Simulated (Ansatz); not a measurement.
Reaction (ligand exchange at the Si–O bond): `O[SiH](F)F` + `C=C[SiH2]S` → `C=C[SiH2]S[SiH](F)F` + H₂O

Isolated molecules relaxed with PBE0-D4/def2-TZVP in Ansatz; ΔE leaves out vibrations. CBS: MP2 limit from def2 TZ/QZ plus the TZ coupled-cluster correction, frozen cores. This one scheme is used for every species. Functionals use def2-TZVPP. Each species was taken in one conformer, which may not be the lowest.

```tsv
level	ΔE (kcal/mol)	difference from CCSD(T)/CBS
PBE0-D4	9.7	-1.9
ωB97X-V	12.1	0.5
PBE	11.3	-0.3
r2SCAN	12.3	0.7
PBE0	12.0	0.4
SCS-MP2/def2-TZVPP	13.6	2.0
CCSD/def2-TZVPP	14.2	2.6
HF/def2-QZVPP	19.0	7.4
MP2/CBS(def2)	10.6	-1.0
CCSD/CBS(def2)	12.8	1.2
CCSD(T)/CBS	11.6	0
```

Largest T1 diagnostic among the species: 0.012.

The D4 term adds −3.9 kcal/mol with B3LYP and −2.3 kcal/mol with PBE0; it sums over pairs of atoms, weighted by their polarisabilities, and B3LYP, whose exchange is more repulsive, gets the larger term. From PBE to PBE0 (25 % exact exchange), in def2-TZVPP and without D4, ΔE moves by +0.7 kcal/mol.

B3LYP here is the variant with VWN-RPA as its local correlation; programs differ in this.
